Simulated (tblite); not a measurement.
CH6AsGeN.
Cartesian coordinates in Å at the GFN2-xTB level; atoms count from 1:
```
atom  x, y, z in Å
N1    -1.7936    1.4969   -0.1149
C2    -1.1879    0.5509    0.4349
Ge3    0.0216   -0.7899   -0.4181
As4    2.3558   -0.6967    0.1171
H5    -1.6517    1.5701   -1.1239
H6    -1.3286    0.4658    1.5117
H7    -0.5538   -2.1635   -0.1030
H8    -0.2247   -0.6551   -1.9178
H9     2.3415    0.8025    0.0118
H10    2.0303   -0.5763    1.5795
```

Method: GFN2-xTB as coded in tblite; computed harmonic values from a numerical Hessian at the method's own geometry, unscaled. Errors from tens to a few hundred cm⁻¹ against measured bands are possible. Modes of hydrogen on arsenic and germanium can be 10 to 20 % off. One conformer, not necessarily the lowest.

Harmonic wavenumbers (cm⁻¹): 42.0, 74.8, 93.2, 222.2, 249.6, 334.0, 482.0, 522.3, 621.5, 649.8, 703.7, 709.7, 841.7, 1003.2, 1091.1, 1148.9, 1331.2, 1695.9, 1791.7, 1868.9, 1897.4, 1905.4, 2938.5, 3267.4.

A = 6687, B = 1164, C = 1043 MHz; mass 180.893 u (most abundant isotopes); point group C1, symmetry number 1.

What is the zero-point energy?

Half the sum of the wavenumbers: 12743 cm⁻¹ = 36.43 kcal/mol.

Give the ideal-gas entropy at 350 K and 1 bar in the rigid-rotor, harmonic-oscillator model (classical rotation).

Translation 42.31, rotation 28.55, vibration 24.02: S = 94.9 cal/(mol K).

And Cp and H(350 K) − H(0)?

Cp = 29.23 cal/(mol K), of which vibrations give 21.28 (their classical limit is 24 R = 47.7); H(350 K) − H(0) = 6.89 kcal/mol without the zero-point energy, 4.11 from vibrations.

What must be added to the electronic energy to get the Gibbs energy at 350 K and 1 bar?

ZPE + [H(350 K) − H(0)] − T·S = 36.43 + 6.89 − 33.21 = 10.11 kcal/mol.

Blend soft modes into free rotors: weight 1/[1 + (100 cm⁻¹/ν̃)⁴] for the oscillator and the rest for a rotor with moment μB/(μ + B), μ = h/(8π²ν), B = 10⁻⁴⁴ kg m². What vibrational entropy results?

21.22 cal/(mol K) in place of 24.02, which changes −T·S at 350 K by +0.98 kcal/mol.

Hindered rotation and anharmonicity are outside this model. Other conformers, if any are populated, would add a mixing term that is left out. The structure is chiral; the term R ln 2 for an equal mix with its mirror image is left out.

Hardware: one thread of an x86-64 server, no GPU (shared host). The figure is for the frequency step alone.
